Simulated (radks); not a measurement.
Neutral carbon inside a hard spherical wall (all orbitals vanish at R), configuration held at [He] 2s2 2p2 and not refilled when levels cross. Calculated with a radial shooting solver on a logarithmic mesh with Libxc functionals: non-relativistic Kohn-Sham, PBE, spin-polarised, spherical densities, point nucleus; open shells are filled with parallel spins first. Eigenvalues in eV for spin up, with the zero of energy where the potential of the charges vanishes at infinity; a dash marks a level that is unbound or too diffuse for the functional's potential to be trusted. A positive occupied level is held by the wall or, in an anion where self-interaction has pushed it up, behind a barrier. The pressure on the wall is -dE/dV.

[
 {"R (bohr)": "free", "E (hartree)": "-37.79369", "kinetic (hartree)": "37.669", "e(1s)": "-273.02", "e(2s)": "-14.630", "e(2p)": "-6.099", "e(3s, empty)": "-", "e(3p, empty)": "-", "pressure (GPa)": "0"},
 {"R (bohr)": "20", "E (hartree)": "-37.79369", "kinetic (hartree)": "37.669", "e(1s)": "-273.02", "e(2s)": "-14.630", "e(2p)": "-6.099", "e(3s, empty)": "-", "e(3p, empty)": "-", "pressure (GPa)": "< 0.0001"},
 {"R (bohr)": "12", "E (hartree)": "-37.79369", "kinetic (hartree)": "37.669", "e(1s)": "-273.02", "e(2s)": "-14.630", "e(2p)": "-6.098", "e(3s, empty)": "-0.062", "e(3p, empty)": "1.038", "pressure (GPa)": "< 0.0001"},
 {"R (bohr)": "7", "E (hartree)": "-37.79253", "kinetic (hartree)": "37.679", "e(1s)": "-272.89", "e(2s)": "-14.545", "e(2p)": "-6.004", "e(3s, empty)": "2.286", "e(3p, empty)": "4.508", "pressure (GPa)": "0.0757"},
 {"R (bohr)": "6", "E (hartree)": "-37.78908", "kinetic (hartree)": "37.703", "e(1s)": "-272.62", "e(2s)": "-14.380", "e(2p)": "-5.813", "e(3s, empty)": "4.363", "e(3p, empty)": "7.066", "pressure (GPa)": "0.420"},
 {"R (bohr)": "5", "E (hartree)": "-37.77445", "kinetic (hartree)": "37.789", "e(1s)": "-271.82", "e(2s)": "-13.896", "e(2p)": "-5.235", "e(3s, empty)": "8.704", "e(3p, empty)": "11.928", "pressure (GPa)": "2.63"},
 {"R (bohr)": "2", "E (hartree)": "-35.17844", "kinetic (hartree)": "45.215", "e(1s)": "-237.95", "e(2s)": "17.796", "e(2p)": "26.494", "e(3s, empty)": "152.45", "e(3p, empty)": "135.64", "pressure (GPa)": "2980"},
 {"R (bohr)": "1.5", "E (hartree)": "-30.36413", "kinetic (hartree)": "55.421", "e(1s)": "-209.58", "e(2s)": "66.610", "e(2p)": "65.563", "e(3s, empty)": "324.47", "e(3p, empty)": "267.84", "pressure (GPa)": "17500"}
]
